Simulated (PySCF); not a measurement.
Zr(H)3(OSiH3) (H6OSiZr), SMILES [ZrH3][O][SiH3], multiplicity 1. Geometry optimised at PBE-D3(BJ)/def2-SVP. The spin state was assumed, not searched. The structure was generated by enumeration; whether it is a known compound was not checked. The def2 effective core potentials stand for the cores of Zr; spin–orbit coupling is left out.

Computed equilibrium geometry at PBE-D3(BJ)/def2-SVP (PySCF confirms it by a frequency run) as bond lengths and angles, and its point group:
point group C3v.
Atoms: Zr1 H2 H3 H4 O5 Si6 H7 H8 H9. Bonded distances (Å): Zr1–H2 1.868, Zr1–H3 1.868, Zr1–H4 1.868, Zr1–O5 1.906, O5–Si6 1.695, Si6–H7 1.501, Si6–H8 1.501, Si6–H9 1.501. Bond angles (°): H2–Zr1–H3 112.1, H2–Zr1–H4 112.1, H2–Zr1–O5 106.7, H3–Zr1–H4 112.1, H3–Zr1–O5 106.7, H4–Zr1–O5 106.7, Zr1–O5–Si6 180.0, O5–Si6–H7 108.8, O5–Si6–H8 108.8, O5–Si6–H9 108.8, H7–Si6–H8 110.2, H7–Si6–H9 110.2, H8–Si6–H9 110.2.
